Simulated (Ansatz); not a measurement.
`CC(C)=CBF` + `CCC(C)=O` → `CC(=O)CCC=C(C)C` + `BF`  (formal exchange of groups at a C–B bond)

Calculated with Ansatz (gas phase, PBE0-D4/def2-TZVP geometries, no zero-point term in ΔE). CBS: MP2 limit from def2 TZ/QZ plus the TZ coupled-cluster correction, frozen cores. This one scheme is used for every species. DFT in def2-TZVPP. B3LYP here is the variant with VWN-RPA as its local correlation; programs differ in this. One conformer a species, not always the lowest.

`CC(C)=CBF`:

```xyz
14

C     1.690   -0.099    0.665
C     0.290    0.006    0.155
C    -0.630    0.784    1.039
C    -0.079   -0.565   -1.008
B    -1.473   -0.525   -1.635
F    -1.667   -1.150   -2.797
H     2.131    0.898    0.776
H     1.702   -0.551    1.662
H     2.323   -0.690    0.004
H    -0.681    0.316    2.027
H    -0.233    1.792    1.198
H    -1.637    0.863    0.638
H     0.697   -1.106   -1.550
H    -2.434    0.025   -1.174
```

`CCC(C)=O`:

Z-matrix (Å, degrees):
```
C
C 1 1.513
H 1 1.092 2 110.8
H 1 1.091 2 110.9 3 120.5
H 1 1.091 2 110.9 3 -120.6
C 2 1.511 1 113.8 3 179.9
H 2 1.097 1 111.4 3 58.3
H 2 1.097 1 111.4 3 -58.3
O 6 1.206 2 122.0 1 -1.0
C 6 1.506 2 116.3 1 178.9
H 10 1.088 6 110.1 2 178.1
H 10 1.094 6 110.1 2 -60.9
H 10 1.094 6 110.4 2 56.7
```

`CC(=O)CCC=C(C)C`:

Z-matrix (Å, degrees):
```
C
C 1 1.505
H 1 1.095 2 108.8
H 1 1.093 2 111.2 3 -117.5
H 1 1.089 2 110.3 3 119.6
C 2 1.512 1 116.1 3 73.6
O 2 1.206 1 121.8 3 -106.9
C 6 1.524 2 114.3 1 -165.6
H 6 1.099 2 105.9 1 72.4
H 6 1.096 2 108.9 1 -40.7
C 8 1.494 6 112.5 2 68.3
H 8 1.094 6 108.1 2 -52.0
H 8 1.091 6 108.8 2 -167.9
C 11 1.334 8 127.7 6 108.5
H 11 1.087 8 114.7 6 -70.7
C 14 1.496 11 124.9 8 0.6
C 14 1.497 11 120.7 8 -179.6
H 16 1.089 14 113.4 11 -0.8
H 16 1.096 14 110.5 11 120.7
H 16 1.095 14 110.4 11 -122.0
H 17 1.096 14 111.0 11 121.4
H 17 1.091 14 111.7 11 0.3
H 17 1.096 14 110.9 11 -120.5
```

`BF`:

Z-matrix (Å, degrees):
```
B
F 1 1.317
H 1 1.197 2 117.8
H 1 1.198 2 117.8 3 -180.0
```

```json
{"level": "B3LYP-D4", "ΔE (kJ/mol)": "74.6"}
{"level": "MP2/def2-TZVPP", "ΔE (kJ/mol)": "63.8"}
```

Task: What does CCSD(T)/CBS give? (Estimate.)

Result: Computed: +68.2 kJ/mol. The listed levels differ from it by 6.4, -4.4 kJ/mol.

Largest T1 diagnostic among the species: 0.013.

In def2-TZVPP, CCSD(T) changes the Hartree–Fock value by −11.5 kJ/mol (the triples alone add −1.2 kJ/mol) and MP2 by −14.0 kJ/mol. The D4 term adds −8.5 kJ/mol with B3LYP and −5.5 kJ/mol with PBE0; it sums over pairs of atoms, weighted by their polarisabilities, and B3LYP, whose exchange is more repulsive, gets the larger term.
